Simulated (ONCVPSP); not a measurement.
## Cr: variants of one ONCV potential

Base potential:

* Element: chromium
* Generator: ONCVPSP 4.0.1
* Type: optimised norm-conserving Vanderbilt (ONCV)
* Functional: PBE
* Relativity: scalar-relativistic
* Frozen core: [Ar]
* Valence charge: 6
* Reference configuration: 3d5 4p1
* Partial waves: s scattering state at 0.41 Ha: rc 2.80 bohr, ncon 4, nbas 7, qcut 2.1 1/bohr, 1 projector; 4p: rc 3.50 bohr, ncon 4, nbas 8, qcut 2.4 1/bohr, 1 projector; 3d: rc 1.30 bohr, ncon 5, nbas 9, qcut 11.2 1/bohr, 1 projector
* Local potential: polynomial inside 0.80 bohr (lpopt 5, dvloc0 0 Ha)
* Core correction: Teter function fitted to the true core (icmod 2), fcfact 0.65

In the s channel the program set the typed energies aside and used 0.050 Ha.

All-electron outer shells of the reference configuration (PBE, scalar-relativistic, ld1.x):

```json
{"shell": "3p", "level (eV)": "-46.86", "outermost node (bohr)": "0.33", "outermost maximum (bohr)": "0.80"}
{"shell": "3d", "level (eV)": "-4.27", "outermost node (bohr)": "–", "outermost maximum (bohr)": "0.84"}
{"shell": "4p", "level (eV)": "-1.73", "outermost node (bohr)": "1.24", "outermost maximum (bohr)": "3.80"}
```

Cutoffs, loose and tight: the cutoffs (Ha) at which the residual kinetic energy of the hardest occupied pseudo-wave falls to 1 and 0.1 mHa per electron. They do not see the model core or the augmentation charge, which bear on the density cutoff. Test errors are all-electron minus pseudo excitation energies from the reference, over the configurations 3d5 4s1 4p0; 3d5 4p0; 3d4 4p0; 3d4 4s1 4p1. A dash means not determined; rows that change the core or the reference have their own tests. The largest error is taken over the tests solved by every variant that gives reliable tests at all: 3d4 4s1 4p1; 3d5 4p0; 3d5 4s1 4p0.

A true bound ghost makes a file unfit for plane-wave use even where its test errors are small: the radial tests pick states by their node count and pass the ghost by.

```tsv
change	outcome	cutoff, loose	cutoff, tight	bound ghosts	GHOST(+) flags above zero	largest test error (meV)
base	generated, projector energies reset by the program	53 Ha	61 Ha	s, p	none	-100
d: qcut 12.2	generated, projector energies reset by the program	58 Ha	66 Ha	s, p	none	-100
core correction Teter function fitted to the true core (icmod 2), fcfact 0.14	generated, projector energies reset by the program	53 Ha	61 Ha	s, p	none	-77
local potential polynomial inside 1.15 bohr (lpopt 5, dvloc0 4 Ha)	generated, projector energies reset by the program	53 Ha	61 Ha	s	p	-101
p: nproj 3	generated, projector energies reset by the program	53 Ha	61 Ha	s	p	-99
reference 3d5 4s0.75; waves 4s: rc 2.80 bohr, ncon 4, nbas 7, qcut 2.1 1/bohr, 1 projector; p scattering state at 0.03 Ha: rc 3.50 bohr, ncon 4, nbas 8, qcut 2.4 1/bohr, 1 projector	generated, projector energies reset by the program	53 Ha	61 Ha	s, p	none	-87
core correction none	generated, projector energies reset by the program	53 Ha	61 Ha	s, p	none	-51
s: rc 2.9	generated, projector energies reset by the program	53 Ha	61 Ha	s, p	none	-88
```

Question: What comes out with this change to the base: all radii but the core radius scaled by about 0.89 (s 2.48, p 3.10, d 1.16 bohr); local potential polynomial inside 0.70 bohr (lpopt 5, dvloc0 0 Ha)?

Answer: outcome: generated, projector energies reset by the program; cutoff, loose: 59 Ha; cutoff, tight: 165 Ha; bound ghosts: s, p; GHOST(+) flags above zero: s; largest test error (meV): -129.
